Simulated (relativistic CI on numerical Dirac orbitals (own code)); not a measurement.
# Level scheme of Ag19+

Computed by Dirac-Coulomb-Breit CI, KLI orbitals optimised for each configuration, a model potential for QED, unscaled Slater integrals (own radial code, finite nucleus).

Configurations in the expansion (outside the closed core [Ne]): 3s²3p⁶3d¹⁰, 3s²3p⁶3d⁹4s, 3s²3p⁶3d⁹4p, 3s²3p⁶3d⁹4d, 3s²3p⁶3d⁸4s², 3s²3p⁶3d⁹4f, 3s²3p⁵3d¹⁰4s, 3s²3p⁶3d⁸4s4p, 3s²3p⁶3d⁹5s, 3s²3p⁶3d⁸4p², 3s²3p⁵3d¹⁰4p, 3s²3p⁶3d⁹5p, 3s²3p⁶3d⁸4s4d, 3s²3p⁶3d⁹5d, 3s²3p⁶3d⁸4p4d, 3s²3p⁵3d¹⁰4d, 3s²3p⁶3d⁹5f, 3s²3p⁵3d⁹4s², 3s²3p⁶3d⁹5g, 3s3p⁶3d¹⁰4s, 3s²3p⁶3d⁹6s, 3s²3p⁶3d⁸4d², 3s²3p⁶3d⁹6p, 3s²3p⁵3d⁹4s4p, 3s3p⁶3d¹⁰4p, 3s²3p⁶3d⁹6d, 3s²3p⁵3d¹⁰4f, 3s²3p⁵3d⁹4p², 3s²3p⁵3d⁹4s4d, 3s3p⁶3d⁹4s², 3s²3p⁵3d¹⁰5s, 3s3p⁶3d¹⁰4d, 3s²3p⁵3d⁹4p4d, 3s3p⁶3d⁹4s4p, 3s²3p⁵3d¹⁰5p, 3s²3p⁴3d¹⁰4s². Levels of other configurations are missing.

| No. | Configuration | Term | J | E (eV) | % | Lifetime (s) | jj configuration (%) |
| --- | --- | --- | --- | --- | --- | --- | --- |
| 1 | 3s²3p⁶3d¹⁰ | ¹S | 0 | 0.000 | 100 |  | closed (100) |
| 2 | 3s²3p⁶3d⁹4s | ³D | 3 | 348.367 | 100 |  | 3d5/2^5 4s (100) |
| 3 | 3s²3p⁶3d⁹4s | ³D | 2 | 349.200 | 52 | 2.03e-08 | 3d5/2^5 4s (98) |
| 4 | 3s²3p⁶3d⁹4s | ³D | 1 | 354.702 | 100 | 5.41e-04 | 3d3/2^3 3d5/2^6 4s (100) |
| 5 | 3s²3p⁶3d⁹4s | ¹D | 2 | 355.399 | 52 | 1.82e-08 | 3d3/2^3 3d5/2^6 4s (98) |
| 6 | 3s²3p⁶3d⁹4p | ³P° | 2 | 387.269 | 71 | 8.27e-11 | 3d5/2^5 4p1/2 (94) |
| 7 | 3s²3p⁶3d⁹4p | ³F° | 3 | 388.261 | 51 | 7.82e-11 | 3d5/2^5 4p1/2 (99) |
| 8 | 3s²3p⁶3d⁹4p | ³F° | 2 | 393.942 | 85 | 7.61e-11 | 3d3/2^3 3d5/2^6 4p1/2 (93) |
| 9 | 3s²3p⁶3d⁹4p | ³P° | 1 | 394.641 | 66 | 2.49e-11 | 3d3/2^3 3d5/2^6 4p1/2 (65) |
| 10 | 3s²3p⁶3d⁹4p | ³F° | 4 | 395.824 | 100 | 4.39e-11 | 3d5/2^5 4p3/2 (100) |
| 11 | 3s²3p⁶3d⁹4p | ¹D° | 2 | 397.281 | 63 | 4.35e-11 | 3d5/2^5 4p3/2 (88) |
| 12 | 3s²3p⁶3d⁹4p | ¹P° | 1 | 397.816 | 83 | 9.55e-13 | 3d5/2^5 4p3/2 (65) |
| 13 | 3s²3p⁶3d⁹4p | ³D° | 3 | 398.279 | 74 | 3.90e-11 | 3d5/2^5 4p3/2 (99) |
| 14 | 3s²3p⁶3d⁹4p | ³P° | 0 | 400.383 | 100 | 4.97e-11 | 3d3/2^3 3d5/2^6 4p3/2 (100) |
| 15 | 3s²3p⁶3d⁹4p | ³F° | 3 | 402.920 | 48 | 4.33e-11 | 3d3/2^3 3d5/2^6 4p3/2 (99) |
| 16 | 3s²3p⁶3d⁹4p | ³D° | 1 | 403.312 | 61 | 5.02e-12 | 3d3/2^3 3d5/2^6 4p3/2 (90) |
| 17 | 3s²3p⁶3d⁹4p | ³D° | 2 | 404.323 | 57 | 3.93e-11 | 3d3/2^3 3d5/2^6 4p3/2 (98) |
| 18 | 3s²3p⁶3d⁹4d | ³S | 1 | 456.966 | 80 | 1.31e-11 | 3d5/2^5 4d3/2 (67) |
| 19 | 3s²3p⁶3d⁹4d | ³G | 4 | 460.242 | 57 | 1.06e-11 | 3d5/2^5 4d3/2 (98) |
| 20 | 3s²3p⁶3d⁹4d | ³P | 2 | 460.576 | 54 | 1.07e-11 | 3d5/2^5 4d3/2 (85) |
| 21 | 3s²3p⁶3d⁹4d | ¹P | 1 | 461.065 | 53 | 1.34e-11 | 3d5/2^5 4d5/2 (70) |
| 22 | 3s²3p⁶3d⁹4d | ³G | 5 | 461.253 | 100 | 1.33e-11 | 3d5/2^5 4d5/2 (100) |
| 23 | 3s²3p⁶3d⁹4d | ³D | 3 | 461.647 | 49 | 1.06e-11 | 3d5/2^5 4d3/2 (86) |
| 24 | 3s²3p⁶3d⁹4d | ¹F | 3 | 462.940 | 39 | 1.25e-11 | 3d5/2^5 4d5/2 (85) |
| 25 | 3s²3p⁶3d⁹4d | ¹D | 2 | 463.408 | 40 | 1.23e-11 | 3d5/2^5 4d5/2 (81) |
| 26 | 3s²3p⁶3d⁹4d | ³F | 4 | 463.697 | 77 | 1.26e-11 | 3d5/2^5 4d5/2 (97) |
| 27 | 3s²3p⁶3d⁹4d | ³P | 0 | 464.126 | 99 | 1.14e-11 | 3d3/2^3 3d5/2^6 4d3/2 (51) |
| 28 | 3s²3p⁶3d⁹4d | ¹P | 1 | 465.908 | 45 | 1.22e-11 | 3d3/2^3 3d5/2^6 4d3/2 (65) |
| 29 | 3s²3p⁶3d⁹4d | ³G | 3 | 466.536 | 73 | 1.05e-11 | 3d3/2^3 3d5/2^6 4d3/2 (92) |
| 30 | 3s²3p⁶3d⁹4d | ³D | 1 | 467.467 | 59 | 1.23e-11 | 3d3/2^3 3d5/2^6 4d5/2 (65) |

Energies count from the lowest computed level; ° marks odd parity; lifetimes are radiative, by E1, M1, E2, M2 decay to levels of this space only; some are left blank where a channel outside the calculation adds to the decay or the decay crosses a small, uncertain gap. Filled j subshells are mostly left out of the jj labels.

The mean weight of the leading LS term, summed over parents, in these 30 levels is 70 %, and that of the leading jj configuration (from the same eigenvectors) 88 %, so jj coupling describes them better and the LS labels are nominal.

At this charge energies of transitions that change n are usually good to better than 1 %, and those within a shell (Δn = 0) to a few per cent.

LS names give the leading component of a level, which can be under half, so a name can repeat, a term be missing and a line seem to break the LS rules.
